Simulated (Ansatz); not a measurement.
`CBC(N)[SiH3]` + H₂ → `CBCN` + SiH₄  (hydrogenolysis of a C–Si bond)

Computed with Ansatz on PBE0-D4/def2-TZVP structures; ΔE is electronic, products minus reactants. CCSD(T)/CBS adds triple-zeta CCSD(T) − MP2 to the extrapolated MP2 energy (def2 sets, frozen cores). This one scheme is used for every species. DFT in def2-TZVPP. B3LYP here is the variant with VWN-RPA as its local correlation; programs differ in this. Each species was taken in one conformer, which may not be the lowest.

`CBC(N)[SiH3]`:

Cartesian coordinates in Å:
```
C -0.757 -1.395 1.308
B 0.383 -0.394 0.952
C 0.185 0.818 0.023
N -1.168 1.118 -0.412
Si 1.136 0.212 -1.520
H -0.407 -2.418 1.459
H -1.586 -1.385 0.597
H -1.166 -1.077 2.279
H 1.492 -0.553 1.392
H 0.782 1.677 0.374
H -1.215 1.950 -0.984
H -1.804 1.228 0.366
H 0.736 -1.170 -1.894
H 0.782 1.127 -2.638
H 2.605 0.260 -1.301
```

H₂:

Z-matrix (Å, degrees):
```
H
H 1 0.746
```

`CBCN`:

Z-matrix (Å, degrees):
```
C
B 1 1.557
H 1 1.093 2 115.2
H 1 1.100 2 107.2 3 -119.7
H 1 1.094 2 112.2 3 125.9
C 2 1.555 1 121.9 3 6.6
H 2 1.205 1 118.9 3 -171.7
N 6 1.451 2 116.5 1 166.8
H 6 1.099 2 109.3 1 41.5
H 6 1.114 2 102.1 1 -67.8
H 8 1.011 6 110.9 2 41.7
H 8 1.011 6 112.2 2 162.3
```

SiH₄:

```xyz
5

Si    0.000    0.000    0.000
H     0.057    1.263   -0.778
H    -0.295   -1.132   -0.915
H    -1.069    0.099    1.026
H     1.306   -0.230    0.667
```

CCSD(T)/CBS gives -11.8 kJ/mol.

Problem. Another level gave -21.8 kJ/mol. Which?
A. CCSD/def2-TZVPP
B. BLYP-D4/def2-TZVPP
C. LDA (SPW92)/def2-TZVPP
D. B3LYP/def2-TZVPP

Solution. A. CCSD/def2-TZVPP -21.8, B3LYP -30.6, BLYP-D4 -8.4, LDA (SPW92) -0.9 kJ/mol.

Largest T1 diagnostic among the species: 0.012.

At CCSD(T), def2-SVP lies −9.8 kJ/mol from the extrapolated value and def2-TZVPP −2.6 kJ/mol. Leaving LDA and LC-ωPBE aside and taking each functional with its dispersion term where it has one, the values, not all of them listed here, spread over 23.2 kJ/mol, from B2PLYP to revPBE-D4. LDA lies +13.9 kJ/mol from PBE without D4. From r2SCAN to r2SCAN0 (25 % exact exchange), in def2-TZVPP and without D4, ΔE moves by −4.7 kJ/mol.

CCSD(T)/CBS has its own doubt, a few kJ/mol and more with outer-core shells, so smaller differences from it don't rank the levels.
